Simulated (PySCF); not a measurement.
**Frontier orbitals and the lowest excitations**

Species: BeCl₂.
Z-matrix (Å and degrees, PBE0-D3(BJ)/def2-SVP geometry), rows numbered from 1:
```
Be
Cl  1  1.8075
Cl  1  1.8075  2  179.99
```

Computed, not measured: PySCF 2.14.0, density-fitted response routines, TDDFT wB97X-D/def2-SVPD, vertical, gas phase, core orbitals frozen in the response.

Frontier orbitals with the atoms that hold most of them (Löwdin shares over 4%, at most four atoms; ? is withheld):

| orbital | ε (eV) | atoms |
| --- | --- | --- |
| LUMO+2 | 1.33 | Be1 62%, Cl3 19%, Cl2 19% |
| LUMO+1 | 1.33 | Be1 62%, Cl3 19%, Cl2 19% |
| LUMO | 0.96 | ? |
| HOMO | -11.56 | Cl2 50%, Cl3 50% |
| HOMO-1 | -11.56 | Cl2 50%, Cl3 50% |
| HOMO-2 | -12.20 | Cl3 44%, Cl2 44%, Be1 13% |
| HOMO-3 | -12.20 | Cl3 44%, Cl2 44%, Be1 13% |

Q: Which atoms hold the LUMO, and with what shares?

A: Be1 (bonded to 2 Cl) 57%; Cl2 (bonded to Be) 21%; Cl3 (bonded to Be) 21%. By element: beryllium 57%, chlorine 43%.

Within 0.005 eV of a neighbour in this list lie HOMO-3/HOMO-2, HOMO-1/HOMO and LUMO+1/LUMO+2 (point group found: D∞h).

Q: The HOMO–LUMO gap is 12.52 eV. Where does the response calculation put the lowest singlet, and from which orbitals?

A: S1 is at 7.96 eV (f = 0.0000), 4.55 eV below the gap, made of HOMO-1/HOMO→LUMO (≥90%). S1/S2/S3 lie within about 0.01 eV of each other. Without the coupling terms of the response equations the lowest excitation would equal the gap.

Next come S2 at 7.96 eV (f 0.0000), HOMO-1/HOMO→LUMO (≥91%); S3 at 7.97 eV (f 0.0000), HOMO-1/HOMO→LUMO+1/LUMO+2 (≥73%); S4 at 8.03 eV (f 0.0000), HOMO-1/HOMO→LUMO+1/LUMO+2 (≥78%); S5 at 8.03 eV (f 0.0000), HOMO-1/HOMO→LUMO+1/LUMO+2 (≥78%).

Orbitals of the list HOMO-3 to LUMO+2 that lie within 0.01 eV of each other are written together with a slash and their weights summed (≥ marks a lower bound); for degenerate orbitals outside that list single weights are arbitrary.

Löwdin shares depend on the basis, the more so with diffuse functions.

Time: 2.3 s of wall time. Hardware: one thread, x86-64 server, no GPU (shared host).
